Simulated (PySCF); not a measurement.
Compound: C7H8FNSi.
Cartesian coordinates in Å at the PBE0-D3(BJ)/def2-SVP level; atoms count from 1:
```xyz
18
C7H8FNSi angstrom
F     -3.4092    2.1356   -0.2853
C     -2.5585    1.1281   -0.0986
C     -3.0596   -0.1429    0.1556
C     -2.1628   -1.1957    0.3512
C     -0.7922   -0.9759    0.2930
C     -0.3029    0.3119    0.0357
C      1.1488    0.5611   -0.0291
N      2.0155   -0.3490    0.1439
Si     3.7473   -0.1218    0.0752
C     -1.1932    1.3729   -0.1623
H     -4.1402   -0.2916    0.1968
H     -2.5488   -2.1978    0.5513
H     -0.0692   -1.7801    0.4422
H      1.4178    1.6202   -0.2433
H      4.1247    1.3030   -0.2175
H      4.3298   -0.5272    1.3873
H      4.2970   -1.0065   -0.9928
H     -0.8358    2.3855   -0.3644
```

NICS = −σ at a ghost point: NICS(0) at the centroid of the ring atoms, NICS(1) 1 Å to either side along the normal of their mean plane, zz for the tensor component along that normal. Level: GIAO PBE0/pcSseg-1 (PySCF, non-relativistic, gas phase) on the PBE0-D3(BJ)/def2-SVP geometry, one conformer.

Ring bond lengths (Å), with Mayer bond orders in brackets: C2–C3 1.390 (1.44), C3–C4 1.397 (1.39), C4–C5 1.389 (1.44), C5–C6 1.401 (1.40), C6–C10 1.399 (1.33), C10–C2 1.389 (1.42).

Question: Give the NICS values of each ring in ppm.

Answer: 
| ring | type | NICS(0) | NICS(1), two faces | NICS(1)zz, two faces | rms pucker (Å) | centre to ring atoms, mean (Å) |
| --- | --- | --- | --- | --- | --- | --- |
| C2–C3–C4–C5–C6–C10 | 6-membered carbocycle; formal bonds all aromatic | -9.6 | -11.1 / -11.1 | -26.4 / -26.4 | 0.00 | 1.39 |

Question: What do they say, and how far can they be read as aromaticity?

Answer: 
- C2–C3–C4–C5–C6–C10: mean NICS(1)zz -26.4 ppm, shielded. The ring is flat and has no four-coordinate atom; by the NICS criterion it is aromatic.

Question: What does the geometric index give? HOMA = 1 − mean of α(R − Ropt)² over the ring bonds, with Krygowski's 1993 parameters (CC: Ropt 1.388 Å, α 257.7 Å⁻²).

Answer: 
- C2–C3–C4–C5–C6–C10: HOMA 0.98 = 1 − EN − GEO, with mean bond length 1.394 Å, EN = α(Ropt − mean)² = 0.010 and GEO = α × variance = 0.007. The geometric and the magnetic index point the same way.

Question: What field does 9.4 T along the ring normal induce along that normal at the first NICS(1) probe listed for ring C2–C3–C4–C5–C6–C10, 1 Å off the ring?

Answer: NICSzz × B0 = -26.4 ppm × 9.4 T = -248 μT, against the applied field.

Question: Give the inner angles of the rings and the Hirshfeld charges of the ring atoms.

Answer: 
- C2–C3–C4–C5–C6–C10: C2 121.6° (+0.088 e), C3 118.9° (-0.058 e), C4 120.6° (-0.038 e), C5 119.8° (-0.043 e), C6 120.0° (-0.009 e), C10 119.0° (-0.062 e); sum 720.0° against 720° for a flat convex ring.

Question: What are the shieldings of the ring atoms and their hydrogens in the same run (means over atoms taken as equivalent)?

Answer: 
```
atoms                  environment  σ isotropic (ppm)
   C2          aromatic C–F carbon               13.9
   C3           aromatic CH carbon               59.6
   C4           aromatic CH carbon               48.8
   C5           aromatic CH carbon               56.8
   C6  substituted aromatic carbon               40.3
  C10           aromatic CH carbon               59.8
  H11            aromatic hydrogen              23.97
  H12            aromatic hydrogen              23.69
  H13            aromatic hydrogen              22.84
  H18            aromatic hydrogen              24.07
```

Question: How do the values depend on the level or the medium?

Answer: 
```
                            level  NICS(0), C2–C3–C4–C5–C6–C10  mean NICS(1)zz, C2–C3–C4–C5–C6–C10
               PBE0/pcSseg-1, gas                         -9.6                               -26.4
PBE0/pcSseg-1, IEF-PCM chloroform                         -9.5                               -26.5
     PBE0/pcSseg-1, IEF-PCM water                         -9.5                               -26.5
```

The geometry is the same throughout; the continuum's cavity takes Bondi-type radii × 1.2.

On Arm Neoverse V1, one thread, no GPU, shared host with 64 logical CPUs at a one-minute load of 22, this took 37 s wall and 1.0 GiB of memory at its peak. This is the whole shielding run at PBE0/pcSseg-1, SCF included.
